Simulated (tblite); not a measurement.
Parent: `[OH:1][Si@@H:2]1[CH:3]=[CH:4][O:5]1` with H–O1–Si2–C3 50°, C2H4O2Si.

The geometries are computed with GFN2-xTB (gas phase). One conformer each, not checked by frequencies here.

```tsv
coordinate of the parent	value
O1–Si2	1.614 Å
Si2–C3	1.891 Å
C3=C4	1.333 Å
C4–O5	1.381 Å
Si2–O5	1.710 Å
O1–Si2–C3	125.0°
O1–Si2–O5	113.8°
C3–Si2–O5	74.7°
Si2–C3–C4	85.8°
C3–C4–O5	107.6°
Si2–O5–C4	91.8°
```

**Question.** How does the shared frame change in `[OH:1][Si@:2]1([C:3]([F:4])=[C:5]([F:6])[F:7])[CH:8]=[CH:9][O:10]1` with H–O1–Si2–C3 -158°, O1–Si2–C3–F4 -160°, C4H3F3O2Si? Atoms pair as O1 = O1, Si2 = Si2, C3 = C8, C4 = C9, O5 = O10 (parent first).

**Answer.** 
```json
{"parent": "O1–Si2", "relative": "O1–Si2", "value in the relative": "1.608 Å", "change": "-0.006"}
{"parent": "Si2–C3", "relative": "Si2–C8", "value in the relative": "1.889 Å", "change": "-0.002"}
{"parent": "C3=C4", "relative": "C8=C9", "value in the relative": "1.333 Å", "change": "0.000"}
{"parent": "C4–O5", "relative": "C9–O10", "value in the relative": "1.388 Å", "change": "+0.007"}
{"parent": "Si2–O5", "relative": "Si2–O10", "value in the relative": "1.700 Å", "change": "-0.010"}
{"parent": "O1–Si2–C3", "relative": "O1–Si2–C8", "value in the relative": "128.1°", "change": "+3.1"}
{"parent": "O1–Si2–O5", "relative": "O1–Si2–O10", "value in the relative": "114.7°", "change": "+0.9"}
{"parent": "C3–Si2–O5", "relative": "C8–Si2–O10", "value in the relative": "75.1°", "change": "+0.4"}
{"parent": "Si2–C3–C4", "relative": "Si2–C8–C9", "value in the relative": "85.6°", "change": "-0.2"}
{"parent": "C3–C4–O5", "relative": "C8–C9–O10", "value in the relative": "107.4°", "change": "-0.2"}
{"parent": "Si2–O5–C4", "relative": "Si2–O10–C9", "value in the relative": "91.8°", "change": "0.0"}
```

Of the parent's bonds, Si2–O5 changes most (-0.010 Å). Bonds of the relative outside the shared frame: Si2–C3 1.886, C3–F4 1.348, C3=C5 1.324, C5–F6 1.326, C5–F7 1.321 Å. Point group C1 → C1.

**Question.** How does the shared frame change in `[OH:1][Si@:2]1([n:3]2[cH:4][cH:5][cH:6][cH:7]2)[CH:8]=[CH:9][O:10]1` with H–O1–Si2–N3 -159°, O1–Si2–N3–C4 -21°, C6H7NO2Si? Atoms pair as O1 = O1, Si2 = Si2, C3 = C8, C4 = C9, O5 = O10 (parent first).

**Answer.** 
```
   parent    relative  value in the relative  change
   O1–Si2      O1–Si2                1.616 Å  +0.002
   Si2–C3      Si2–C8                1.893 Å  +0.002
    C3=C4       C8=C9                1.331 Å  -0.002
    C4–O5      C9–O10                1.384 Å  +0.003
   Si2–O5     Si2–O10                1.704 Å  -0.006
O1–Si2–C3   O1–Si2–C8                 124.5°    -0.5
O1–Si2–O5  O1–Si2–O10                 114.2°    +0.4
C3–Si2–O5  C8–Si2–O10                  75.0°    +0.3
Si2–C3–C4   Si2–C8–C9                  85.5°    -0.3
 C3–C4–O5   C8–C9–O10                 107.8°    +0.2
Si2–O5–C4  Si2–O10–C9                  91.7°    -0.1
```

Of the parent's bonds, Si2–O5 changes most (-0.006 Å). Bonds of the relative outside the shared frame: Si2–N3 1.728, N3–C4 1.372, C4–C5 1.358, C5–C6 1.418, C6–C7 1.359, N3–C7 1.374 Å. Point group C1 → C1.

**Question.** How does the shared frame change in `[CH3:1][Si:2]([CH3:3])([CH3:4])[O:5][Si@@:6]1([OH:7])[CH:8]=[CH:9][O:10]1` with Si2–O5–Si6–O7 57°, O5–Si6–O7–H -163°, C5H12O3Si2? Atoms pair as O1 = O7, Si2 = Si6, C3 = C8, C4 = C9, O5 = O10 (parent first).

**Answer.** 
```json
{"parent": "O1–Si2", "relative": "O7–Si6", "value in the relative": "1.621 Å", "change": "+0.007"}
{"parent": "Si2–C3", "relative": "Si6–C8", "value in the relative": "1.886 Å", "change": "-0.005"}
{"parent": "C3=C4", "relative": "C8=C9", "value in the relative": "1.330 Å", "change": "-0.003"}
{"parent": "C4–O5", "relative": "C9–O10", "value in the relative": "1.381 Å", "change": "0.000"}
{"parent": "Si2–O5", "relative": "Si6–O10", "value in the relative": "1.711 Å", "change": "+0.001"}
{"parent": "O1–Si2–C3", "relative": "O7–Si6–C8", "value in the relative": "124.5°", "change": "-0.5"}
{"parent": "O1–Si2–O5", "relative": "O7–Si6–O10", "value in the relative": "111.4°", "change": "-2.4"}
{"parent": "C3–Si2–O5", "relative": "C8–Si6–O10", "value in the relative": "75.0°", "change": "+0.3"}
{"parent": "Si2–C3–C4", "relative": "Si6–C8–C9", "value in the relative": "85.7°", "change": "-0.1"}
{"parent": "C3–C4–O5", "relative": "C8–C9–O10", "value in the relative": "108.0°", "change": "+0.4"}
{"parent": "Si2–O5–C4", "relative": "Si6–O10–C9", "value in the relative": "91.4°", "change": "-0.4"}
```

Of the parent's bonds, O1–Si2 changes most (+0.007 Å). Bonds of the relative outside the shared frame: C1–Si2 1.903, Si2–C3 1.902, Si2–C4 1.902, Si2–O5 1.655, O5–Si6 1.594 Å. Point group C1 → C1.
